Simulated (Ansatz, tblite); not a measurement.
Forces on Na8Cl8 (started as a model of: 2x2x4 NaCl rock-salt block) at its PBE-D4/def2-SVP geometry. The state is a singlet with charge 0.

The xTB rows come from tblite.

GFN2-xTB (tblite), largest force 0.53 eV/Å:

```xyz
16
positions Å, forces eV/Å
Na   -3.020   -2.636   -1.409    0.049    0.028    0.019
Cl   -2.382   -0.223   -0.574    0.349   -0.162    0.028
Na   -1.130    1.951    0.323   -0.118    0.021   -0.019
Cl   -0.268    4.318    1.193    0.289   -0.441   -0.066
Cl   -1.132   -2.925   -3.210    0.022    0.131    0.514
Na   -0.151   -0.675   -2.170    0.036    0.060   -0.099
Cl    0.914    1.685   -1.542   -0.079   -0.107    0.363
Na    1.828    3.823   -0.310   -0.026   -0.052    0.016
Cl   -1.935   -4.012    0.547    0.200    0.373   -0.321
Na   -0.886   -1.671    1.269   -0.011   -0.003    0.121
Cl    0.072    0.544    2.398    0.077    0.103   -0.364
Na    1.144    2.897    2.891   -0.012   -0.033   -0.048
Na    0.049   -4.084   -1.172   -0.012    0.057    0.014
Cl    1.396   -2.005   -0.282   -0.348    0.167   -0.026
Na    2.167    0.395    0.578    0.093   -0.078   -0.003
Cl    3.335    2.619    1.471   -0.512   -0.063   -0.128
```

PBE-D4/def2-SVP (Ansatz), largest force 0.01 eV/Å:

```
Na -0.001 0.000 0.000
Cl 0.004 0.003 0.002
Na -0.003 0.000 -0.001
Cl 0.000 -0.006 -0.002
Cl 0.002 0.004 0.004
Na 0.001 0.002 -0.002
Cl -0.002 -0.004 0.001
Na 0.001 0.001 -0.001
Cl 0.002 0.005 0.000
Na 0.000 0.000 0.003
Cl -0.001 -0.003 -0.003
Na 0.000 0.001 0.001
Na 0.000 -0.001 0.000
Cl 0.000 0.005 0.001
Na 0.002 -0.002 0.000
Cl -0.004 -0.004 -0.002
```

r2SCAN-D4/def2-SVP (Ansatz), largest force 0.10 eV/Å:

```
Na 0.018 0.005 0.005
Cl 0.086 -0.045 0.005
Na 0.019 -0.018 -0.001
Cl 0.051 -0.079 -0.012
Cl 0.004 0.024 0.092
Na -0.002 0.000 0.026
Cl -0.018 -0.023 0.092
Na -0.008 -0.015 0.009
Cl 0.036 0.067 -0.057
Na 0.008 0.014 -0.020
Cl 0.021 0.030 -0.090
Na -0.002 -0.007 -0.018
Na -0.008 0.017 0.003
Cl -0.089 0.038 -0.008
Na -0.025 0.003 -0.004
Cl -0.091 -0.012 -0.023
```
